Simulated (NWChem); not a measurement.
System: C3H3, doublet; SMILES [CH]=C=C

Input file for NWChem:

```
start job
memory heap 200 mb stack 900 mb global 1100 mb
geometry units angstroms
  C     -0.890386    -0.508309     0.752235
  C      0.056362     0.032289    -0.047251
  C      0.909991     0.519457    -0.768879
  H     -0.914392    -0.281916     1.802872
  H     -1.633559    -1.172513     0.350195
  H      1.643239     0.937432    -1.390684
end
basis spherical
  C library def2-svp
  H library def2-svp
end
dft
  odft
  mult 2
  xc hfexch
  iterations 150
end
driver
  maxiter 150
end
task dft optimize
```

NWChem printed, in part:

```
             Northwest Computational Chemistry Package (NWChem) 7.3.0
             --------------------------------------------------------

 C2V symmetry detected

                             Geometry "geometry" -> ""
                             -------------------------

 Output coordinates in angstroms (scale by  1.889725989 to convert to a.u.)

  No.       Tag          Charge          X              Y              Z
 ---- ---------------- ---------- -------------- -------------- --------------
    1 C                    6.0000     0.00000000     0.00000000     1.24109761
    2 C                    6.0000     0.00000000     0.00000000    -0.11084750
    3 C                    6.0000     0.00000000     0.00000000    -1.33017601
    4 H                    1.0000     0.00000000     0.92474789     1.78903010
    5 H                    1.0000     0.00000000    -0.92474789     1.78903010
    6 H                    1.0000     0.00000000     0.00000000    -2.37850480

 Effective nuclear repulsion energy (a.u.)      53.8285877705

      Symmetry information
      --------------------

 Group name             C2v
 Group number             16
 Group order               4
 No. of unique centers     5

                                Z-matrix (autoz)
                                --------

 Units are Angstrom for bonds and degrees for angles

[...]

      ----------------------
      Optimization converged
      ----------------------

  Step       Energy      Delta E   Gmax     Grms     Xrms     Xmax
  ---- ---------------- -------- -------- -------- -------- --------
@    3    -115.16702230 -1.1D-06  0.00008  0.00004  0.00035  0.00095
                                     ok       ok       ok       ok

                                Z-matrix (autoz)
                                --------

 Units are Angstrom for bonds and degrees for angles

      Type          Name      I     J     K     L     M      Value     Gradient
      ----------- --------  ----- ----- ----- ----- ----- ---------- ----------
    1 Stretch                  1     2                       1.38469    0.00004
    2 Stretch                  1     4                       1.08217   -0.00003
    3 Stretch                  1     5                       1.08217   -0.00003
    4 Stretch                  2     3                       1.22315   -0.00003
    5 Stretch                  3     6                       1.06511   -0.00007
    6 Bend                     2     1     4               120.67967    0.00004
    7 Bend                     2     1     5               120.67967    0.00004
    8 Bend                     3     1     4               120.67967    0.00004
    9 Bend                     3     1     5               120.67967    0.00004
   10 Bend                     4     1     5               118.64066   -0.00008
   11 Bend                     6     1     4               120.67967    0.00004
   12 Bend                     6     1     5               120.67967    0.00004
   13 Torsion                  2     1     4     5         180.00000    0.00000
   14 Torsion                  2     1     5     4         180.00000    0.00000
   15 Torsion                  1     4     2     3         180.00000    0.00000
   16 Torsion                  1     5     2     3         180.00000    0.00000
   17 Torsion                  1     4     3     6         180.00000    0.00000
   18 Torsion                  1     5     3     6         180.00000    0.00000

                         Geometry "geometry" -> "geometry"
                         ---------------------------------

 Output coordinates in angstroms (scale by  1.889725989 to convert to a.u.)

  No.       Tag          Charge          X              Y              Z
 ---- ---------------- ---------- -------------- -------------- --------------
    1 C                    6.0000     0.00000000     0.00000000     1.26012946
    2 C                    6.0000     0.00000000     0.00000000    -0.12456064
    3 C                    6.0000     0.00000000     0.00000000    -1.34771188
    4 H                    1.0000     0.00000000     0.93070532     1.81229530
    5 H                    1.0000     0.00000000    -0.93070532     1.81229530
    6 H                    1.0000     0.00000000     0.00000000    -2.41281802

 Effective nuclear repulsion energy (a.u.)      53.1503356864

      Symmetry information
      --------------------

 Group name             C2v
 Group number             16
 Group order               4
 No. of unique centers     5

                Final and change from initial internal coordinates
                --------------------------------------------------

                                Z-matrix (autoz)
                                --------

 Units are Angstrom for bonds and degrees for angles

[...]
```

Level: UHF/def2-SVP. In the optimisation the excess spin sits in b1 (C2v, its own frame). The determinant is spin-contaminated (<S²> = 0.97). No stability test was run on the SCF state.
